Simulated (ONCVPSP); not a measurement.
Scattering properties, ONCV potential for Ge (Z = 32)

germanium (Ge), optimised norm-conserving Vanderbilt (ONCV), made with ONCVPSP 4.0.1 (Wu-Cohen, scalar-relativistic). Core [Ar] 3d10, reference 4s2 4p1 (charge +1). Waves: 4s: rc 1.50 bohr, ncon 3, nbas 7, qcut 3.7 1/bohr, 3 projectors, debl 1.9 Ha; 4p: rc 2.35 bohr, ncon 5, nbas 8, qcut 3.1 1/bohr, 2 projectors, debl 3.6 Ha. Local part: polynomial inside 1.30 bohr (lpopt 5, dvloc0 0 Ha). Core correction: Teter function, fcfact 1.75, rcfact 1.3.

The phase is arctan(r·R′/R) of the radial function R(r), unwrapped; energies in Ha, scanned from -2 to 5 Ha. A pole is an energy at which the radial function vanishes at the test radius. The pseudo phase is shifted by a multiple of π to meet the all-electron one at the reference energy, and phase errors are pseudo minus all-electron; the curves can meet again beyond the range given. Levels narrower than the energy grid can be missing from the lists of poles.

```
channel  radius (bohr)  reference energy (Ha)  poles, all-electron  poles, pseudo  unbroken range about the reference energy with phases within 0.05 rad  phase error 1 Ha above the reference energy (rad)
      s           1.52                  -0.73                 3.53           3.53                                                        the whole range                                             +0.000
      p           2.38                  -0.41                 0.53     0.53, 4.93                                                        the whole range                                             -0.001
```

Note: ghosts flagged at negative energy: s at -1681.1 eV; GHOST(+) flagged for s at 143.5 eV. A true bound ghost makes a file unfit for plane-wave use.

Phases in the s channel:

| E (Ha) | all-electron | pseudo |
| --- | --- | --- |
| -1.98 | 0.722 | 0.720 |
| -1.62 | 0.481 | 0.481 |
| -1.26 | 0.132 | 0.132 |
| -0.90 | -0.289 | -0.289 |
| -0.54 | -0.661 | -0.661 |
| -0.18 | -0.924 | -0.924 |
| 0.18 | -1.099 | -1.099 |
| 0.54 | -1.217 | -1.217 |
| 0.90 | -1.301 | -1.301 |
| 1.26 | -1.364 | -1.364 |
| 1.62 | -1.413 | -1.413 |
| 1.98 | -1.453 | -1.453 |
| 2.34 | -1.486 | -1.486 |
| 2.70 | -1.515 | -1.515 |
| 3.06 | -1.541 | -1.541 |
| 3.42 | -1.564 | -1.564 |
| 3.78 | -1.586 | -1.586 |
| 4.14 | -1.607 | -1.608 |
| 4.50 | -1.628 | -1.631 |
| 4.86 | -1.650 | -1.660 |
